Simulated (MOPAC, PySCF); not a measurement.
C₂H₂S, SMILES `C=C=S`, neutral singlet in the gas phase. 

Cartesian coordinates (Å):
```xyz
5

C     -0.6111     0.0059    -0.0090
C      0.6917    -0.0067     0.0101
S      2.2424    -0.0217     0.0329
H     -1.1524     0.9446    -0.0201
H     -1.1705    -0.9221    -0.0140
```
Charge 0, spin multiplicity 1.

All levels are single points at this geometry (PBE0-D3(BJ)/def2-TZVP); Pople sets use spherical d functions. Orbital energies aren't observables, and empty levels follow the basis.

PBE0-D3(BJ)/def2-TZVP in PySCF gives dipole (D) = 1.07.

Estimate the dipole (D) from each of these levels: B3LYP/3-21G in PySCF; B3LYP/6-31G* in PySCF; SVWN5/6-31G* in PySCF; HF/3-21G in PySCF; AM1 in MOPAC.


```json
[
 {"level": "B3LYP/3-21G in PySCF", "dipole (D)": "1.51"},
 {"level": "B3LYP/6-31G* in PySCF", "dipole (D)": "1.31"},
 {"level": "SVWN5/6-31G* in PySCF", "dipole (D)": "1.25"},
 {"level": "HF/3-21G in PySCF", "dipole (D)": "2.08"},
 {"level": "AM1 in MOPAC", "dipole (D)": "1.54"}
]
```
